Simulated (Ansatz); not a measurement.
Steps of a relaxation of `CC[SiH]N` radical with UKS PBE-D4/def2-SVP.

```sh
$ ansatz run in.yaml --threads 4 --pin off --events-out ev --progress --plain --max-ram 10444MiB
```

```yaml
crystal:
  periodic: [false, false, false]
  atoms:
    - {symbol: C, position_ang: [-0.603700, 1.222400, -0.080100]}
    - {symbol: C, position_ang: [-0.235400, 0.242800, 0.956200]}
    - {symbol: Si, position_ang: [1.061300, -0.960000, 0.424000]}
    - {symbol: N, position_ang: [0.634000, -1.895300, -0.875900]}
    - {symbol: H, position_ang: [-1.067700, 0.774400, -0.998200]}
    - {symbol: H, position_ang: [-1.419200, 1.949100, 0.316000]}
    - {symbol: H, position_ang: [0.221400, 1.887300, -0.406600]}
    - {symbol: H, position_ang: [-1.079100, -0.300200, 1.266100]}
    - {symbol: H, position_ang: [0.127100, 0.802600, 1.884800]}
    - {symbol: H, position_ang: [2.274600, -0.219700, -0.034500]}
    - {symbol: H, position_ang: [-0.408200, -2.217900, -0.710300]}
    - {symbol: H, position_ang: [0.571900, -1.340700, -1.707500]}
basis:
  gaussian: {orbitals: def2-SVP}
magnetization: {spin_polarized: true, initial_magnetization: 1}
hamiltonian: {xc: pbe, dispersion: d4}
relax: {f_tol: 0.03, max_steps: 200}
```

Positions (Å) and forces (eV/Å) along the path, 10 of 13 steps:

```xyz
12
step=1 energy=-11556.7250 eV
C    -0.604    1.222   -0.080   -1.901    2.180   -0.990
C    -0.235    0.243    0.956    1.766    1.289    1.574
Si    1.061   -0.960    0.424    1.843    0.958    2.476
N     0.634   -1.895   -0.876   -3.671   -2.793   -1.020
H    -1.068    0.774   -0.998    0.290    0.003    0.219
H    -1.419    1.949    0.316    0.848   -0.735   -0.471
H     0.221    1.887   -0.407    0.145   -0.131   -0.050
H    -1.079   -0.300    1.266   -1.859   -1.198    0.785
H     0.127    0.803    1.885   -0.213   -0.558   -0.615
H     2.275   -0.220   -0.035    0.354    0.247    0.007
H    -0.408   -2.218   -0.710    2.258    0.292   -0.527
H     0.572   -1.341   -1.708    0.141    0.446   -1.388
12
step=3 energy=-11557.3236 eV
C    -0.649    1.311   -0.060    0.109   -0.074   -0.093
C    -0.237    0.302    1.020   -0.153   -0.174    0.523
Si    1.089   -0.988    0.514   -0.102    0.522   -0.919
N     0.553   -1.899   -0.895   -0.466   -0.001   -0.282
H    -1.056    0.811   -0.965    0.040   -0.063    0.048
H    -1.433    2.014    0.303    0.080   -0.061    0.031
H     0.217    1.921   -0.394   -0.013    0.016    0.008
H    -1.110   -0.289    1.371   -0.135    0.110    0.061
H     0.157    0.818    1.927   -0.089    0.023   -0.048
H     2.204   -0.149   -0.074    0.315   -0.114    0.125
H    -0.385   -2.324   -0.846    0.270   -0.001   -0.027
H     0.727   -1.583   -1.867    0.145   -0.182    0.573
12
step=4 energy=-11557.3889 eV
C    -0.663    1.342   -0.036    0.151   -0.156    0.051
C    -0.271    0.328    1.053   -0.044   -0.216   -0.142
Si    1.067   -0.917    0.434   -0.065   -0.243   -0.334
N     0.547   -1.942   -0.920    0.304    0.702   -0.502
H    -1.059    0.830   -0.937   -0.014    0.000    0.006
H    -1.437    2.044    0.326   -0.122    0.132    0.009
H     0.215    1.941   -0.360   -0.054    0.009    0.013
H    -1.160   -0.250    1.412    0.183    0.099   -0.109
H     0.135    0.834    1.953    0.044    0.041    0.032
H     2.282   -0.159   -0.095   -0.181   -0.060    0.040
H    -0.367   -2.391   -0.883   -0.126   -0.119    0.052
H     0.788   -1.715   -1.912   -0.077   -0.188    0.885
12
step=6 energy=-11557.4839 eV
C    -0.683    1.332   -0.024    0.044   -0.129   -0.020
C    -0.251    0.337    1.065   -0.027   -0.034    0.002
Si    1.035   -0.938    0.432    0.015    0.044    0.041
N     0.424   -1.744   -0.996    0.131    0.035   -0.472
H    -1.088    0.778   -0.895   -0.038    0.089   -0.036
H    -1.460    2.038    0.337   -0.039    0.006    0.013
H     0.171    1.938   -0.392    0.008   -0.021    0.020
H    -1.131   -0.212    1.469    0.047    0.021   -0.020
H     0.204    0.855    1.937    0.009    0.008    0.028
H     2.255   -0.191   -0.070    0.029    0.001   -0.016
H    -0.398   -2.350   -0.989    0.005   -0.024    0.033
H     0.999   -1.899   -1.839   -0.184    0.005    0.426
12
step=7 energy=-11557.4392 eV rejected
C    -0.698    1.339   -0.018    0.107   -0.077    0.006
C    -0.244    0.336    1.057   -0.098   -0.095    0.034
Si    1.039   -0.936    0.420   -0.055    0.122    0.022
N     0.387   -1.674   -1.035    1.321   -0.800   -1.668
H    -1.112    0.807   -0.899   -0.008    0.031    0.021
H    -1.472    2.035    0.365   -0.027    0.012    0.021
H     0.152    1.953   -0.383   -0.010   -0.007    0.010
H    -1.117   -0.223    1.466    0.058    0.038   -0.021
H     0.218    0.843    1.932   -0.022    0.045   -0.003
H     2.255   -0.187   -0.085    0.074    0.001    0.004
H    -0.420   -2.305   -1.011   -0.004    0.025    0.094
H     1.088   -2.045   -1.774   -1.336    0.706    1.481
12
step=8 energy=-11557.5039 eV
C    -0.685    1.331   -0.022    0.039    0.027    0.036
C    -0.247    0.334    1.061   -0.059   -0.099   -0.060
Si    1.041   -0.930    0.416   -0.007    0.047    0.028
N     0.399   -1.702   -1.024    0.088    0.007   -0.240
H    -1.091    0.806   -0.912    0.015   -0.008    0.039
H    -1.466    2.027    0.350   -0.001    0.018    0.002
H     0.171    1.945   -0.372   -0.008    0.021   -0.013
H    -1.127   -0.222    1.454    0.023   -0.024    0.018
H     0.201    0.844    1.942   -0.010    0.026   -0.027
H     2.256   -0.177   -0.091    0.029    0.001   -0.009
H    -0.400   -2.339   -0.977   -0.031   -0.023    0.032
H     1.026   -1.972   -1.792   -0.079    0.006    0.193
12
step=9 energy=-11557.5110 eV
C    -0.692    1.344   -0.015   -0.010    0.029    0.037
C    -0.249    0.328    1.049   -0.076    0.007   -0.052
Si    1.037   -0.915    0.396    0.193   -0.031    0.109
N     0.404   -1.697   -1.041    0.021   -0.040   -0.250
H    -1.107    0.832   -0.907    0.006    0.004    0.021
H    -1.467    2.038    0.375    0.005    0.007   -0.012
H     0.162    1.960   -0.365    0.002    0.016   -0.005
H    -1.123   -0.240    1.435   -0.011   -0.012    0.030
H     0.202    0.826    1.935   -0.023    0.024   -0.010
H     2.259   -0.167   -0.106    0.004    0.008    0.001
H    -0.411   -2.312   -0.976   -0.015   -0.026    0.006
H     1.062   -2.053   -1.744   -0.094    0.015    0.125
12
step=10 energy=-11557.5154 eV
C    -0.699    1.357   -0.009    0.001   -0.044   -0.030
C    -0.247    0.319    1.031   -0.006    0.076    0.043
Si    1.060   -0.913    0.385    0.007    0.027    0.022
N     0.406   -1.690   -1.054    0.177   -0.131   -0.237
H    -1.113    0.859   -0.909   -0.003    0.019   -0.006
H    -1.477    2.040    0.394    0.009   -0.018    0.009
H     0.150    1.986   -0.350    0.005   -0.005    0.005
H    -1.116   -0.260    1.414   -0.008   -0.016   -0.007
H     0.189    0.816    1.925    0.002   -0.009    0.015
H     2.279   -0.159   -0.118   -0.006   -0.002    0.001
H    -0.429   -2.279   -0.970    0.021    0.010    0.011
H     1.073   -2.130   -1.706   -0.198    0.094    0.175
12
step=12 energy=-11557.5173 eV
C    -0.691    1.352   -0.010   -0.001    0.001    0.008
C    -0.244    0.315    1.032   -0.017    0.014   -0.013
Si    1.077   -0.897    0.377    0.032   -0.026   -0.008
N     0.407   -1.682   -1.054   -0.004   -0.029   -0.031
H    -1.080    0.857   -0.922   -0.014   -0.003   -0.012
H    -1.488    2.018    0.385    0.001    0.006   -0.001
H     0.153    1.996   -0.330    0.005    0.007    0.008
H    -1.111   -0.282    1.392   -0.002   -0.006   -0.001
H     0.170    0.807    1.939    0.012    0.001    0.003
H     2.284   -0.134   -0.138    0.000    0.006    0.006
H    -0.446   -2.238   -0.944   -0.002   -0.001    0.003
H     1.046   -2.167   -1.693   -0.009    0.029    0.039
12
step=13 energy=-11557.5176 eV
C    -0.694    1.358   -0.009    0.007    0.000   -0.005
C    -0.246    0.315    1.027    0.005   -0.005    0.013
Si    1.076   -0.900    0.375   -0.017   -0.001   -0.010
N     0.407   -1.689   -1.054    0.002    0.020    0.017
H    -1.090    0.869   -0.922   -0.001    0.000    0.001
H    -1.485    2.026    0.393   -0.001    0.001    0.001
H     0.153    2.000   -0.328   -0.001    0.002    0.001
H    -1.113   -0.283    1.386    0.002    0.002    0.000
H     0.172    0.802    1.935   -0.006    0.002   -0.002
H     2.283   -0.134   -0.139    0.002    0.002   -0.003
H    -0.441   -2.254   -0.941    0.004   -0.006   -0.004
H     1.053   -2.167   -1.688    0.003   -0.016   -0.010
```

Run time 17 s (4 threads of an Intel Xeon Platinum 8488C on a shared host); peak host memory 0.19 GiB.
